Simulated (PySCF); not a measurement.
**[TeCl3]+: umbrella curve**

Computed with PBE in PySCF with Te def2-SVP with ECP28, Cl def2-SVP; scalar-relativistic core potentials, no spin–orbit coupling; density-fitted integrals.

Rigid scan from the singlet minimum (Te–Cl 2.328 Å (×3); Cl–Te–Cl 100.8° (×3)). Coordinate: angle between each bond and the threefold axis, bonds fixed. Energies in kJ/mol from the minimum.

**Question.** Predict the curve at 55, 60, 65, 70, 75, 80, 85, 90.

**Answer.** 
```
angle of the bonds to the threefold axis (°)  E (kJ/mol)  dipole size (D, about the centre of mass)
                                          55        28.6                                       2.20
                                          60         3.3                                       1.76
                                          65         2.0                                       1.33
                                          70        19.3                                       0.93
                                          75        51.0                                       0.58
                                          80        91.5                                       0.30
                                          85       130.0                                       0.11
                                          90       147.2                                       0.00
```

With the bonds held, the planar shape lies 147.2 kJ/mol from the minimum.
